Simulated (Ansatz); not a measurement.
**Question.** Predict a relaxed structure of Ag₂I⁺, charge 1, singlet, at PBE-D4/def2-TZVP (Ansatz).

**Answer.** 
```xyz
3

Ag   -1.360   -0.248    1.520
Ag    1.749   -0.639   -0.869
I    -0.388    0.886   -0.651
```
Point group C2v (tolerance 0.1 Å). This is one stationary point.

In the def2 sets Ag, I take a core potential; there is no spin–orbit coupling. The structure comes from a short search, and lower isomers may exist.
